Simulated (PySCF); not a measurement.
The multiplicity is imposed and other spin states were not computed.

Cartesian coordinates (Å):
```xyz
6

Au    -0.0421     0.0273    -0.1139
O      0.3874     1.9824     0.7228
H      0.8233     1.8683     1.5913
H     -0.4561     2.4385     0.9171
O     -0.4793    -1.7518    -0.7884
H     -0.0382    -1.8032    -1.6610
```
Charge 0, spin multiplicity 1.

Give the dipole moment, HOMO–LUMO gap, HOMO, charge on the central atom (Mulliken), LUMO and total energy at the level PySCF with TPSSh-D3(BJ)/def2-TZVP // PBE-D3(BJ)/def2-SVP.


| Property | Result |
|---|---|
| dipole moment | 5.96 D |
| HOMO–LUMO gap | 4.06 eV |
| HOMO | -5.68 eV |
| charge on the central atom (Mulliken) | 0.16 e |
| LUMO | -1.63 eV |
| total energy | -288.0136 Ha |
